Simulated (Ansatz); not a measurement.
CH7BSi2 can be A, `[SiH3]C1B[SiH2]1`, or B, `[SiH3]B1C[SiH2]1`.

Program: Ansatz. Geometries: PBE0-D4/def2-TZVP. ΔE: electronic, gas phase. CCSD(T)/CBS adds triple-zeta CCSD(T) − MP2 to the extrapolated MP2 energy (def2 sets, frozen cores). Functionals use def2-TZVPP. B3LYP here is the variant with VWN-RPA as its local correlation; programs differ in this.

(1) Which is lower in electronic energy at CCSD(T)/CBS, and by how much? (Estimate.)

(2) Give E(B) − E(A) in kJ/mol with B3LYP, MP2/def2-TZVPP, HF/def2-TZVPP, ωB97M-V, PBE0-D4, CCSD/def2-TZVPP, B3LYP-D4. (Estimate.)

(3) Does the order hold for the free energy at 298.15 K (harmonic terms from PBE0-D4)? (Estimate.)

Largest T1 diagnostic: 0.014.

## Answers

(1) Computed: A, by 25.0 kJ/mol.

(2) The calculation gave: B3LYP 16.1, MP2/def2-TZVPP 27.8, HF/def2-TZVPP 36.5, ωB97M-V 28.5, PBE0-D4 19.8, CCSD/def2-TZVPP 25.4, B3LYP-D4 19.8. None reverses the order clearly.

(3) The calculation gave: Yes: G(B) − G(A) = +24.8 kJ/mol.

In def2-TZVPP, CCSD(T) changes the Hartree–Fock value by −14.1 kJ/mol (the triples alone add −3.0 kJ/mol) and MP2 by −8.7 kJ/mol. From r2SCAN to r2SCAN0 (25 % exact exchange), in def2-TZVPP and without D4, E(B) − E(A) moves by +4.9 kJ/mol.
